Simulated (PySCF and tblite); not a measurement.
The numbers below are computed, except where a source is named.
C₆H₄S₂, numbered as in [cH:1]1[cH:2][c:3]2[s:4][cH:5][cH:6][c:7]2[s:8]1.

Classical Langevin dynamics with GFN2-xTB (tblite), gas phase: time step 1.5 fs, H mass 4 u, friction 0.005 fs⁻¹, 400 steps to settle and 8000 to sample, one trajectory a temperature from the lowest conformer.

GIAO shieldings at KT2/pcSseg-1 (PySCF) on 8 frames a temperature; like atoms are averaged, and of two unlike H on one atom a is the less shielded at the minimum.

Task: How far do thermal motions move the shieldings from their values at the minimum?

Result: 
```
signal  σ at minimum (ppm)     Δσ, 200 K     Δσ, 400 K     Δσ, 600 K
 C1/C5                62.6    -0.8 ± 1.2    -4.3 ± 1.6    -1.8 ± 1.7
 C2/C6                72.1    -1.0 ± 0.4    -2.9 ± 1.8    -2.2 ± 1.6
 C3/C7                50.4    -0.3 ± 1.1    -2.1 ± 0.8    -4.6 ± 2.2
 S4/S8               347.1    -3.3 ± 5.2   -19.9 ± 7.9   -16.0 ± 6.9
 H1/H5               24.60   0.01 ± 0.12  -0.36 ± 0.17  -0.14 ± 0.11
 H2/H6               24.42  -0.02 ± 0.14  -0.04 ± 0.18  -0.29 ± 0.13
```

Errors are standard errors over frames. Zero-point motion is missing, and a reference compound would move too.

Task: What do the single frames at 600 K give for C3/C7?

Result: 
```json
{"t (fs)": "1350", "V above the minimum, tight binding (kcal/mol)": "19.9", "E above it, DFT (kcal/mol)": "20.5", "torsions (°)": "none", "σ (ppm)": "38.6"}
{"t (fs)": "2850", "V above the minimum, tight binding (kcal/mol)": "16.2", "E above it, DFT (kcal/mol)": "16.5", "torsions (°)": "none", "σ (ppm)": "44.1"}
{"t (fs)": "4350", "V above the minimum, tight binding (kcal/mol)": "20.9", "E above it, DFT (kcal/mol)": "20.4", "torsions (°)": "none", "σ (ppm)": "44.7"}
{"t (fs)": "5850", "V above the minimum, tight binding (kcal/mol)": "10.3", "E above it, DFT (kcal/mol)": "11.2", "torsions (°)": "none", "σ (ppm)": "47.9"}
{"t (fs)": "7350", "V above the minimum, tight binding (kcal/mol)": "26.9", "E above it, DFT (kcal/mol)": "28.3", "torsions (°)": "none", "σ (ppm)": "41.1"}
{"t (fs)": "8850", "V above the minimum, tight binding (kcal/mol)": "17.6", "E above it, DFT (kcal/mol)": "18.1", "torsions (°)": "none", "σ (ppm)": "54.0"}
{"t (fs)": "10350", "V above the minimum, tight binding (kcal/mol)": "15.5", "E above it, DFT (kcal/mol)": "17.4", "torsions (°)": "none", "σ (ppm)": "55.8"}
{"t (fs)": "11850", "V above the minimum, tight binding (kcal/mol)": "29.1", "E above it, DFT (kcal/mol)": "30.1", "torsions (°)": "none", "σ (ppm)": "40.4"}
```

Changes within two standard errors are not significant.

The study took 15 min on 1 thread of AMD EPYC 7B13, shared host (rough), peak memory 0.69 GiB, launched as `OMP_NUM_THREADS=1 python ens_run.py task.json out`.
